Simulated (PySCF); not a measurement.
## Electron correlation in Cl²⁺ (chlorine, charge +2)

[Ne] 3s2 3p3, high-spin 4S determinant. Calculation: PySCF 2.14, in def2-SVP; the non-relativistic Hamiltonian (point nucleus). Frozen: [Ne]; 5 electrons correlated.

MP2 pair energies summed by pair of shells (mhartree):

| pair | energy | share (%) |
| --- | --- | --- |
| 3s-3p | -47.18 | 65.0 |
| 3p-3p | -17.72 | 24.4 |
| 3s-3s | -7.69 | 10.6 |

Total MP2 correlation energy: -72.58 mhartree.

Same-spin part -19.41 and opposite-spin part -53.18 mhartree; SCS-MP2 scales them by 1/3 and 6/5 to -70.28 mhartree.

| level | correlation energy (mhartree) |
| --- | --- |
| CCSD | -91.68 |
| (T) | -0.86 |
| CCSD(T) | -92.54 |

Diagnostics: T1 = 0.0019, D1 = 0.0051, largest double amplitude 0.059.

Cost of the coupled-cluster step: 0.06 s of wall time on 1 thread of Neoverse-V2 (shared host), for 5 correlated electrons.

Iterations:

```
CC2 = 0
CCSD nocc = (np.int64(4), np.int64(1)), nmo = (13, 13)
frozen orbitals [[0, 1, 2, 3, 4], [0, 1, 2, 3, 4]]
max_cycle = 100
direct = 0
conv_tol = 1e-08
conv_tol_normt = 1e-06
diis_space = 8
diis_start_cycle = 0
Init t2, MP2 energy = -0.072581743827421
Init E_corr(UCCSD) = -0.0725817438277229
cycle = 1  E_corr(UCCSD) = -0.0875082527346408  dE = -0.0149265089  norm(t1,t2) = 0.0360662
cycle = 2  E_corr(UCCSD) = -0.0906243236246775  dE = -0.00311607089  norm(t1,t2) = 0.00957315
cycle = 3  E_corr(UCCSD) = -0.0917007893855689  dE = -0.00107646576  norm(t1,t2) = 0.00308115
cycle = 4  E_corr(UCCSD) = -0.0916813115479696  dE = 1.94778376e-05  norm(t1,t2) = 0.000289998
cycle = 5  E_corr(UCCSD) = -0.0916820840114927  dE = -7.72463523e-07  norm(t1,t2) = 2.85355e-05
cycle = 6  E_corr(UCCSD) = -0.0916817328583714  dE = 3.51153121e-07  norm(t1,t2) = 5.86819e-06
cycle = 7  E_corr(UCCSD) = -0.0916819059246921  dE = -1.73066321e-07  norm(t1,t2) = 4.52005e-07
cycle = 8  E_corr(UCCSD) = -0.0916818847660562  dE = 2.11586359e-08  norm(t1,t2) = 8.57129e-08
cycle = 9  E_corr(UCCSD) = -0.0916818792606104  dE = 5.50544584e-09  norm(t1,t2) = 3.58039e-08
UCCSD converged
E(UCCSD) = -458.1424764363202  E_corr = -0.09168187926061039
UCCSD(T) correction = -0.000855620562920702
```
